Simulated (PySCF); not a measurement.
# CI⁺: script and output

The script input.py:

```python
from pyscf import gto, scf

mol = gto.M(
    atom='C 0 0 0; I 0 0 2.226',
    basis='x2c-svpall',
    charge=1,
    spin=0,
    verbose=4,
)
mf = scf.RHF(mol)
mf = mf.sfx2c1e()
mf.kernel()
mf.dip_moment()
print('orbital energies (hartree):', mf.mo_energy[..., max(0, mol.nelec[1]-3):mol.nelec[0]+3].round(4))
```

```bash
$ OMP_NUM_THREADS=1 python input.py
```

The log:

```
PySCF version 2.14.0

[INPUT] verbose = 4
[INPUT] num. atoms = 2
[INPUT] num. electrons = 58
[INPUT] charge = 1
[INPUT] spin (= nelec alpha-beta = 2S) = 0
[INPUT] symmetry False subgroup None
[INPUT] Mole.unit = angstrom
[INPUT] Symbol           X                Y                Z      unit          X                Y                Z       unit  Magmom
[INPUT]  1 C      0.000000000000   0.000000000000   0.000000000000 AA    0.000000000000   0.000000000000   0.000000000000 Bohr   0.0
[INPUT]  2 I      0.000000000000   0.000000000000   2.226000000000 AA    0.000000000000   0.000000000000   4.206530353282 Bohr   0.0

nuclear repulsion = 75.5967444171429
number of shells = 6
number of NR pGTOs = 129
number of NR cGTOs = 50
basis = x2c-svpall
ecp = {}

******** <class 'pyscf.x2c.sfx2c1e.sfX2C1eRHF'> ********
method = sfX2C1eRHF
initial guess = minao
damping factor = 0
level_shift factor = 0
DIIS = <class 'pyscf.scf.diis.CDIIS'>
diis_start_cycle = 1
diis_space = 8
diis_damp = 0
SCF conv_tol = 1e-09
SCF conv_tol_grad = None
SCF max_cycles = 50
direct_scf = True
direct_scf_tol = 1e-13

******** <class 'pyscf.x2c.sfx2c1e.SpinFreeX2CHelper'> ********
approx = 1e
xuncontract = 1
Set gradient conv threshold to 3.16228e-05
Initial guess from minao.
init E= -7149.34635475633
  HOMO = -0.321442911445494  LUMO = -0.0476307177806651  gap/eV = 7.45081
cycle= 1 E= -7149.14469096747  delta_E= 0.202  |g|= 0.662  |ddm|= 1.43
  HOMO = -0.673183928419331  LUMO = -0.483416246992132  gap/eV = 5.16384
cycle= 2 E= -7148.00653552842  delta_E= 1.14  |g|= 2.12  |ddm|= 2.74
  HOMO = -0.648241952361947  LUMO = -0.37769890944588  gap/eV = 7.36185
cycle= 3 E= -7149.38118267751  delta_E= -1.37  |g|= 0.168  |ddm|= 1.76
  HOMO = -0.654490822043362  LUMO = -0.29554890954508  gap/eV = 9.76731
cycle= 4 E= -7149.3961623994  delta_E= -0.015  |g|= 0.042  |ddm|= 0.27
  HOMO = -0.655662753670859  LUMO = -0.284186206781958  gap/eV = 10.10839
cycle= 5 E= -7149.39921655687  delta_E= -0.00305  |g|= 0.0282  |ddm|= 0.143
  HOMO = -0.653886638762521  LUMO = -0.283785896164314  gap/eV = 10.07095
cycle= 6 E= -7149.40108988361  delta_E= -0.00187  |g|= 0.0138  |ddm|= 0.145
  HOMO = -0.655981152987657  LUMO = -0.282102522662315  gap/eV = 10.17376
cycle= 7 E= -7149.40160987216  delta_E= -0.00052  |g|= 0.00304  |ddm|= 0.107
  HOMO = -0.655438905461727  LUMO = -0.281246528870569  gap/eV = 10.18229
cycle= 8 E= -7149.40162663446  delta_E= -1.68e-05  |g|= 0.000631  |ddm|= 0.0188
  HOMO = -0.655397702139679  LUMO = -0.281165102018828  gap/eV = 10.18339
cycle= 9 E= -7149.40162704791  delta_E= -4.13e-07  |g|= 0.000161  |ddm|= 0.00248
  HOMO = -0.65538675483282  LUMO = -0.281183065723972  gap/eV = 10.18260
cycle= 10 E= -7149.40162706773  delta_E= -1.98e-08  |g|= 2.69e-05  |ddm|= 0.000728
  HOMO = -0.65538573649498  LUMO = -0.281180163771288  gap/eV = 10.18265
cycle= 11 E= -7149.40162706836  delta_E= -6.25e-10  |g|= 5.06e-06  |ddm|= 0.000139
  HOMO = -0.655385541766294  LUMO = -0.281182086984562  gap/eV = 10.18259
Extra cycle  E= -7149.40162706838  delta_E= -1.73e-11  |g|= 3.54e-06  |ddm|= 1.41e-05
converged SCF energy = -7149.40162706838
Dipole moment(X, Y, Z, Debye): -0.00000,  0.00000,  6.87127
orbital energies (hartree): [-0.7283 -0.6554 -0.6554 -0.2812 -0.2812 -0.2038]
```

In short: E(SCF) = -7149.401627 Eh, 11 cycles.

Hardware: Intel Xeon Platinum 8559C, 1 thread, shared host. Wall time 1.1 s.

Stability towards an unrestricted solution was not tested. The bond length is a typed value, not an optimised one. The dipole of an ion depends on the origin.
